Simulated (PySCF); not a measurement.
C2H10O2Si2, SMILES C[C@@H](O[SiH3])[SiH2]O.

Geometry optimised at ωB97X-D3(BJ)/def2-SVP. The structure was generated by enumeration; whether it is a known compound was not checked. The values are those of a single conformer.

Two levels are set side by side: TDA-PBE/def2-SVPD (PySCF) and TDA-B3LYP/def2-SVPD (PySCF). Vertical, same geometry. The lowest singlet is HOMO→LUMO 99 % with PBE and HOMO→LUMO 98 % with the other functional; states are paired by order. Differences are taken from unrounded values.

```
quantity                              TDA-B3LYP  TDA-PBE  TDA-PBE minus TDA-B3LYP
------------------------------------  ---------  -------  -----------------------
lowest singlet excitation (eV)             6.20     5.46                    -0.74
lowest triplet excitation (TDA) (eV)       5.94     5.24                    -0.70
```

Functionals without exact exchange tend to place singlet excitations lower, as here. Differences between two approximate levels are no errors against the true value.

Rough cost on one machine, each run with all the roots and properties that it gave: TDA-B3LYP against TDA-PBE about 3 times.
